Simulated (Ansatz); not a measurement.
Start from `[F][GeH2][Cl]` and change one atom or group to get `C[NH][GeH]([F])[Cl]`.

Ansatz, PBE0-D4/def2-TZVP geometries, multiplicity 1. Each molecule was computed in one conformer, which needn't be the lowest.

Scalar relativity is left out up to krypton.

```
                                      property  `[F][GeH2][Cl]`
size of the dipole moment (PBE/def2-TZVPP) / D             2.11
       HOMO–LUMO gap (ωB97M-V/def2-TZVPP) / eV            13.12
           HOMO energy (B3LYP/def2-TZVPP) / eV            -8.95
         HOMO–LUMO gap (B3LYP/def2-TZVPP) / eV             8.36
             LUMO energy (PBE/def2-TZVPP) / eV            -1.25
         HOMO energy (ωB97M-V/def2-TZVPP) / eV           -11.46
```

Problem. What does the change do to each property? (An estimate is asked.)

Solution. The calculation gave: 
| property | `C[NH][GeH]([F])[Cl]` | shift |
| --- | --- | --- |
| size of the dipole moment (PBE/def2-TZVPP) / D | 2.71 | 0.60 |
| HOMO–LUMO gap (ωB97M-V/def2-TZVPP) / eV | 11.82 | -1.30 |
| HOMO energy (B3LYP/def2-TZVPP) / eV | -7.30 | 1.65 |
| HOMO–LUMO gap (B3LYP/def2-TZVPP) / eV | 6.97 | -1.39 |
| LUMO energy (PBE/def2-TZVPP) / eV | -1.00 | 0.25 |
| HOMO energy (ωB97M-V/def2-TZVPP) / eV | -9.85 | 1.61 |

With PBE0 the HOMO rises by 1.69 eV and the LUMO rises by 0.30 eV, so the gap narrows by about 1.39 eV. PBE moves the HOMO by 1.68 eV and ωB97M-V by 1.61 eV. The zero-point energy changes by 122.7 kJ/mol with +15 modes. Dipoles are sizes alone; their direction can turn.

B3LYP here is the variant with VWN-RPA as its local correlation; programs differ in this.
